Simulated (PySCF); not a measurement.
CH6CdSSi. Atoms are numbered in the order given.

```xyz
10

Cd    -0.1392     0.1421     0.1988
S      1.9533     0.1733    -0.9437
C      1.8115    -1.2599    -2.0956
H      1.6917    -2.2214    -1.5601
H      2.7634    -1.2988    -2.6602
H      0.9866    -1.1362    -2.8236
Si    -2.3212     0.1541     1.4333
H     -2.6859    -1.2310     1.9039
H     -3.4456     0.6510     0.5608
H     -2.2534     1.0464     2.6466
```

Geometry optimised at PBE-D3(BJ)/def2-SVP. The structure was generated by enumeration; whether it is a known compound was not checked. The def2 effective core potentials stand for the cores of Cd; spin–orbit coupling is left out. The values are those of a single conformer.

Method: PBE-D3(BJ)/def2-SVP in PySCF.

Frequencies are harmonic and unscaled.

A small imaginary wavenumber (i) marks a very flat motion, where grid noise or a shallow saddle decides the sign.

Computed vibrational spectrum:
```json
[
 {"mode": "1", "ν (cm⁻¹)": "16i", "IR (km/mol)": "0.2", "moving atoms (share of kinetic energy)": "H 90 %"},
 {"mode": "2", "ν (cm⁻¹)": "60", "IR (km/mol)": "1.8", "moving atoms (share of kinetic energy)": "Si 30 %, Cd 28 %, C 21 %, H 17 %"},
 {"mode": "3", "ν (cm⁻¹)": "70", "IR (km/mol)": "2.7", "moving atoms (share of kinetic energy)": "Cd 29 %, H 27 %, Si 22 %, S 22 %"},
 {"mode": "4", "ν (cm⁻¹)": "102", "IR (km/mol)": "1.5", "moving atoms (share of kinetic energy)": "H 80 %, S 12 %"},
 {"mode": "5", "ν (cm⁻¹)": "150", "IR (km/mol)": "1.2", "moving atoms (share of kinetic energy)": "C 41 %, S 21 %, H 19 %, Cd 16 %"},
 {"mode": "6", "ν (cm⁻¹)": "268", "IR (km/mol)": "1.9", "moving atoms (share of kinetic energy)": "Si 61 %, S 28 %"},
 {"mode": "7", "ν (cm⁻¹)": "350", "IR (km/mol)": "41.1", "moving atoms (share of kinetic energy)": "S 51 %, Cd 33 %, Si 12 %"},
 {"mode": "8", "ν (cm⁻¹)": "427", "IR (km/mol)": "2.1", "moving atoms (share of kinetic energy)": "H 88 %, Si 10 %"},
 {"mode": "9", "ν (cm⁻¹)": "432", "IR (km/mol)": "2.7", "moving atoms (share of kinetic energy)": "H 89 %, Si 10 %"},
 {"mode": "10", "ν (cm⁻¹)": "687", "IR (km/mol)": "3.3", "moving atoms (share of kinetic energy)": "C 60 %, S 31 %, H 9 %"},
 {"mode": "11", "ν (cm⁻¹)": "812", "IR (km/mol)": "334.1", "moving atoms (share of kinetic energy)": "H 91 %, Si 9 %"},
 {"mode": "12", "ν (cm⁻¹)": "904", "IR (km/mol)": "31.6", "moving atoms (share of kinetic energy)": "H 98 %"},
 {"mode": "13", "ν (cm⁻¹)": "906", "IR (km/mol)": "33.3", "moving atoms (share of kinetic energy)": "H 98 %"},
 {"mode": "14", "ν (cm⁻¹)": "918", "IR (km/mol)": "7.3", "moving atoms (share of kinetic energy)": "H 84 %, C 14 %"},
 {"mode": "15", "ν (cm⁻¹)": "929", "IR (km/mol)": "8.9", "moving atoms (share of kinetic energy)": "H 82 %, C 15 %"},
 {"mode": "16", "ν (cm⁻¹)": "1282", "IR (km/mol)": "28.4", "moving atoms (share of kinetic energy)": "H 87 %, C 12 %"},
 {"mode": "17", "ν (cm⁻¹)": "1405", "IR (km/mol)": "6.6", "moving atoms (share of kinetic energy)": "H 95 %"},
 {"mode": "18", "ν (cm⁻¹)": "1406", "IR (km/mol)": "9.1", "moving atoms (share of kinetic energy)": "H 95 %"},
 {"mode": "19", "ν (cm⁻¹)": "2137", "IR (km/mol)": "80.8", "moving atoms (share of kinetic energy)": "H 99 %"},
 {"mode": "20", "ν (cm⁻¹)": "2154", "IR (km/mol)": "76.5", "moving atoms (share of kinetic energy)": "H 96 %"},
 {"mode": "21", "ν (cm⁻¹)": "2154", "IR (km/mol)": "76.0", "moving atoms (share of kinetic energy)": "H 96 %"},
 {"mode": "22", "ν (cm⁻¹)": "2978", "IR (km/mol)": "33.3", "moving atoms (share of kinetic energy)": "H 98 %"},
 {"mode": "23", "ν (cm⁻¹)": "3081", "IR (km/mol)": "5.3", "moving atoms (share of kinetic energy)": "H 90 %, C 10 %"},
 {"mode": "24", "ν (cm⁻¹)": "3081", "IR (km/mol)": "1.7", "moving atoms (share of kinetic energy)": "H 90 %, C 10 %"}
]
```
